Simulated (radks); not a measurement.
Question: The bromine ion Br10+, 25 electrons, occupied as [Ar] 3d6.75 4d0.25 (fractional occupations, a model configuration). Calculated with a radial shooting solver on a logarithmic mesh with Libxc functionals: Dirac Kohn-Sham, BLYP, spin-unpolarised, spherical densities, point nucleus; open shells fill j = l - 1/2 first. Some entries of the table are withheld. Estimate them.

orbital  occ.  eigenvalue (eV)  <1/r> (bohr^-1)  <r> (bohr)
1s1/2       2        -13563.14            35.66     0.04275
2s1/2       2        -1979.146            7.963      0.1891
2p1/2       2              (1)            7.929      0.1626
2p3/2       4              (2)            7.669      0.1664
3s1/2       2              (3)            2.713      0.5312
3p1/2       2        -401.5543              (4)      0.5292
3p3/2       4        -393.9183              (5)      0.5379
3d3/2       4        -290.5923            2.368      0.5197
3d5/2    2.75        -289.2468            2.353      0.5225
4s1/2       0        -179.0082            1.140       1.216
4p1/2       0        -159.6102            1.076         (6)
4p3/2       0        -157.9072            1.061         (7)
4d3/2    0.25              (8)           0.9465       1.408
4d5/2       0              (9)           0.9435       1.412
4f5/2       0         -97.5225           0.7479       1.539
4f7/2       0         -97.4959           0.7474       1.540
5d3/2       0         -74.0135           0.5522       2.539
5d5/2       0         -73.8857           0.5508       2.543

Answer: 
(1) 2p1/2 eigenvalue (eV): -1807.432
(2) 2p3/2 eigenvalue (eV): -1759.833
(3) 3s1/2 eigenvalue (eV): -461.6367
(4) 3p1/2 <1/r> (bohr^-1): 2.616
(5) 3p3/2 <1/r> (bohr^-1): 2.556
(6) 4p1/2 <r> (bohr): 1.274
(7) 4p3/2 <r> (bohr): 1.288
(8) 4d3/2 eigenvalue (eV): -126.7738
(9) 4d5/2 eigenvalue (eV): -126.4867
